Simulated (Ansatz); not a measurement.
Start from `[SiH3][O][In]([SH])[Cl]` and change one element to get `[F][In]([SH])[O][SiH3]`.

Ansatz, PBE0-D4/def2-TZVP geometries, multiplicity 1. Each molecule was computed in one conformer, which needn't be the lowest.

Elements past krypton have def2 core potentials.

```csv
property,`[SiH3][O][In]([SH])[Cl]`
HOMO energy (PBE0/def2-TZVPP) / eV,-8.21
HOMO energy (ωB97M-V/def2-TZVPP) / eV,-10.42
LUMO energy (PBE0/def2-TZVPP) / eV,-2.33
LUMO energy (B3LYP/def2-TZVPP) / eV,-2.62
LUMO energy (ωB97M-V/def2-TZVPP) / eV,-0.42
HOMO–LUMO gap (ωB97M-V/def2-TZVPP) / eV,10.00
```

(1) What does the change do to each property? (Best estimate.)

## Answers

(1) Ansatz gave: 
```csv
property,`[F][In]([SH])[O][SiH3]`,shift
HOMO energy (PBE0/def2-TZVPP) / eV,-8.34,-0.13
HOMO energy (ωB97M-V/def2-TZVPP) / eV,-10.55,-0.13
LUMO energy (PBE0/def2-TZVPP) / eV,-2.39,-0.06
LUMO energy (B3LYP/def2-TZVPP) / eV,-2.72,-0.10
LUMO energy (ωB97M-V/def2-TZVPP) / eV,-0.48,-0.06
HOMO–LUMO gap (ωB97M-V/def2-TZVPP) / eV,10.07,0.07
```

With PBE0 the HOMO falls by 0.13 eV and the LUMO falls by 0.06 eV, so the gap widens by about 0.07 eV. PBE moves the HOMO by -0.10 eV and ωB97M-V by -0.13 eV.

B3LYP here is the variant with VWN-RPA as its local correlation; programs differ in this.
